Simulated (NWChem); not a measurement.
System: SiPH₅O₂; SMILES O[SiH](O)P

NWChem input:

```
start job
memory heap 200 mb stack 900 mb global 1100 mb
geometry units angstroms noautosym nocenter noautoz
  Si    -0.032834     0.415828     0.252803
  O      1.356537     1.060278    -0.385562
  O     -1.385547     1.034232    -0.499783
  P      0.132618    -1.787296    -0.203433
  H     -0.161130     0.741118     1.706458
  H      1.377598     2.021772    -0.495778
  H     -2.013889     1.489086     0.077397
  H      1.225900    -2.008083     0.683997
  H     -0.846860    -2.166867     0.761558
end
basis spherical
  Si library def2-svp
  O library def2-svp
  P library def2-svp
  H library def2-svp
end
dft
  xc b3lyp
  iterations 150
end
cosmo
  do_cosmo_smd true
  solvent etoac
end
task dft energy
```

Coordinates come from a B3LYP/6-31G* (spherical d) optimisation. B3LYP is NWChem's, with the RPA form of VWN correlation. Solvent: ethyl acetate.

Level: B3LYP/def2-SVP with SMD (1 M gas to 1 M solution), gas-phase geometry. Reactions with the solvent are ignored.

Q: Give the results of this calculation. (B3LYP/def2-SVP, SMD on the gas-phase geometry.) Quantities: solvation free energy (kcal/mol); cavity-dispersion-structure term (kcal/mol); dipole in solution (D).

A: The solvation free energy (kcal/mol) is -5.3. The cavity-dispersion-structure term (kcal/mol) comes out as -0.7 and the dipole in solution (D) is 3.53.
